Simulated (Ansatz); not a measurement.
`O/C=N/[SiH3]` + `[OH][AlH2]` → `[AlH2][O]/C=N\[SiH3]` + H₂O  (substitution at a C–O bond)

Computed with Ansatz on PBE0-D4/def2-TZVP structures; ΔE is electronic, products minus reactants. CBS: MP2 limit from def2 TZ/QZ plus the TZ coupled-cluster correction, frozen cores. This one scheme is used for every species. Double bonds are as drawn, so ΔE can hold a change between cis and trans. DFT in def2-TZVPP. One conformer a species, not always the lowest.

```csv
species,PBE energy (Eh)
`O/C=N/[SiH3]`,-460.32196
`[OH][AlH2]`,-319.31079
`[AlH2][O]/C=N\[SiH3]`,-703.24135
H₂O,-76.38007
```

**Question.** Work out ΔE.

**Answer.** ΔE = (-703.24135) + (-76.38007) − (-460.32196) − (-319.31079) = 0.01133 Eh = +7.1 kcal/mol. CCSD(T)/CBS gives +4.7 kcal/mol.

Largest T1 diagnostic among the species: 0.015.

The D4 term adds −1.6 kcal/mol with B3LYP and −0.9 kcal/mol with PBE0; it sums over pairs of atoms, weighted by their polarisabilities, and B3LYP, whose exchange is more repulsive, gets the larger term.

B3LYP here is the variant with VWN-RPA as its local correlation; programs differ in this.
